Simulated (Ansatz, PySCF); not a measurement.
Molecule: SiN$_{3}$H$_{6}$Cl, charge 0, multiplicity 1. SMILES: N[Si](N)(N)Cl
Structure (B3LYP-D3(BJ)/def2-TZVP (Ansatz, a program for electronic structure) minimum search):
```xyz
11

N     -0.9994    -1.1121    -1.0915
Si     0.0764    -0.0184    -0.3508
N     -0.1028     1.5337    -1.0298
N      1.6812    -0.5599    -0.5356
Cl    -0.3703     0.0886     1.7002
H     -1.9472    -1.2293    -0.7727
H     -0.6320    -1.9476    -1.5160
H     -0.7972     1.6777    -1.7443
H      0.0884     2.3723    -0.5066
H      2.1056    -1.2047     0.1108
H      2.3560     0.0515    -0.9648
```

Property: size of the dipole moment, in D. Conventions: 6-311+G** with 5d, 6d on Na to Ar in Ansatz; six Cartesian d functions in 6-31G* and its kin unless marked 5d; spin-orbit terms left out; non-relativistic; dispersion terms only where a functional's name holds one. First-principles rows: single points at B3LYP-D3(BJ) geometries (Ansatz).

```
level               program  size of the dipole moment (D)
------------------  -------  -----------------------------
B3LYP/STO-3G         Ansatz                           2.24
B3LYP/3-21G          Ansatz                           2.32
B3LYP/6-31G          Ansatz                           1.91
B3LYP/6-31G*         Ansatz                           1.90
B3LYP/6-31G**        Ansatz                           1.91
B3LYP/6-311+G**      Ansatz                           1.59
M06-2X/6-31G* (5d)    PySCF                           1.93
```

No value to compare with is used here. The 7 habitual levels span 1.59 (B3LYP/6-311+G**) to 2.32 D (B3LYP/3-21G).

The levels are drawn from those run, B3LYP/6-31G* more often than the rest, none by its result; left out are runs that failed, that the program found above a lower state of the same kind, or whose <S^2> lies over 0.5 above the pure value.
